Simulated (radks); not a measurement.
The numbers below are computed, except where a source is named.
Question: The gold ion Au2+ is in [Xe] 4f14 5d(3/2: 4, 5/2: 5). Level of theory: Dirac Kohn-Sham, relativistic LDA (MacDonald-Vosko exchange, VWN5 correlation), spin-unpolarised, spherical densities, finite nucleus; Fermi nuclear charge, rms radius of each element as measured or else 0.836 A^(1/3) + 0.57 fm (a radial shooting solver on a logarithmic mesh with Libxc functionals). Sub-shells are occupied by j as written (lower j first in brackets). One electron is removed from 5p1/2, 5d3/2, 5d5/2, 5p3/2 in turn, with full relaxation. Which removal costs least, and what does each cost?

Answer: 5d5/2 33.391 eV; 5d3/2 35.246 eV; 5p3/2 84.612 eV; 5p1/2 101.63 eV. The 5d5/2 electron leaves first.
